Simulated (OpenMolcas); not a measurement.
Nb4+ among 4 point charges of -1.25 e arranged as a square (D4h), 2.08 Å from the ion.

```
Program             : OpenMolcas
Method              : SS-CASPT2, IPEA 0.25 Eh, imaginary shift 0.1 Eh (closed shells correlated: 4s 4p)
Basis               : ANO-RCC-VDZP [6s5p3d1f]
Scalar Hamiltonian  : DKH2, point nucleus
Active space        : 1 electron in 5 orbitals (4d)
State averaging     : 2S+1 = 2 even, 5 roots
Spin-orbit coupling : state interaction with AMFI integrals over the reference wave functions
```

(1) What is the spin-free ground state (labels of D4, the rotations of D4h)?

(2) Where is the first state of the same spin?

(3) What are the lowest two levels with spin-orbit coupling?

(4) What is χT at 300 K, and how does it compare with the textbook value?

Results:

(1) 2A1, 1-fold in its orbital part, 100 % from free-ion D terms; it has the highest spin that d1 allows.

(2) 2E at 2580 cm-1 above the ground state.

(3) A 2-fold level E1/2 with g = 0.33, 0.33, 1.80, then a 2-fold level E1/2 2800 cm-1 above it. Their leading multiplicities are 2 (100 %) and 2 (100 %).

(4) The lowest level has 2S+1 = 2, for which the spin-only value is χT = S(S+1) / 2 = 0.375 cm3 K/mol (g = 2). The computed 0.193 at 300 K differs by -0.182, through orbital momentum, spin-orbit coupling and any other state in reach.

Free-ion shares, where given, are those of the reference states; single-state CASPT2 does not remix them. Point charges carry no covalency, so the field is a model and not that of real ligands. No measured value stands beside these numbers.
